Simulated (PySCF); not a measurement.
## Basis and Hamiltonian dependence of the excitation energy of Br²⁺

Br²⁺ [Ar] 3d10 4s2 4p3 (4S) → Br²⁺ [Ar] 3d10 4s2 4p2 5s1 (4P). Calculated with PySCF 2.14 from differences of total energies of unrestricted determinants, without spin-orbit coupling. Values in eV.

| basis | Hamiltonian | functions | UHF | LDA | PBE0 | MP2 (valence) | CCSD(T) (valence) |
| --- | --- | --- | --- | --- | --- | --- | --- |
| aug-cc-pVDZ-PP with ECP10MDF | ECP | 32 | 18.292 | 17.978 | 18.238 | 18.284 | 18.231 |
| aug-cc-pVDZ-DK | spin-free X2C | 36 | 18.254 | 18.080 | 18.303 | 18.229 | 18.149 |
| aug-cc-pVTZ-DK | spin-free X2C | 59 | n/a | n/a | n/a | n/a | n/a |
| def2-QZVPPD | non-relativistic | 98 | 18.487 | 18.132 | 18.349 | 18.453 | 18.445 |
| aug-cc-pVQZ-PP with one added diffuse shell each of s, p, d, f, g type with ECP10MDF | ECP | 114 | n/a | n/a | n/a | n/a | n/a |
| aug-cc-pV5Z-PP with ECP10MDF | ECP | 136 | n/a | n/a | n/a | n/a | n/a |

Frozen in the all-electron rows: valence: [Ar] 3d10; with a core potential, the same shells as far as they lie outside it.

Non-relativistic rows lack the scalar-relativistic shift.
